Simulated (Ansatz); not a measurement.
Two isomers of C2H6OSSi: A = `SC1CO[SiH2]1`, B = `COC([SiH3])=S`.

Calculated with Ansatz (gas phase, PBE0-D4/def2-TZVP geometries, no zero-point term in ΔE). CBS: MP2 limit from def2 TZ/QZ plus the TZ coupled-cluster correction, frozen cores. DFT in def2-TZVPP. B3LYP here is the variant with VWN-RPA as its local correlation; programs differ in this. Each species was taken in one conformer, which may not be the lowest.

**Question.** Which is lower in electronic energy at CCSD(T)/CBS, and by how much? (Best estimate.)

**Answer.** Computed: A, by 125.5 kJ/mol.

**Question.** Give E(B) − E(A) in kJ/mol with ωB97M-V, PBE-D4, B3LYP-D4, CCSD(T)/def2-TZVPP, HF/def2-TZVPP, B2PLYP, r2SCAN-D4. (An estimate is asked.)

**Answer.** Ansatz gave: ωB97M-V 127.7, PBE-D4 101.8, B3LYP-D4 104.7, CCSD(T)/def2-TZVPP 120.9, HF/def2-TZVPP 128.8, B2PLYP 110.6, r2SCAN-D4 109.9. None reverses the order clearly.

Largest T1 diagnostic: 0.017.

From PBE to PBE0 (25 % exact exchange), in def2-TZVPP and without D4, E(B) − E(A) moves by +22.4 kJ/mol.
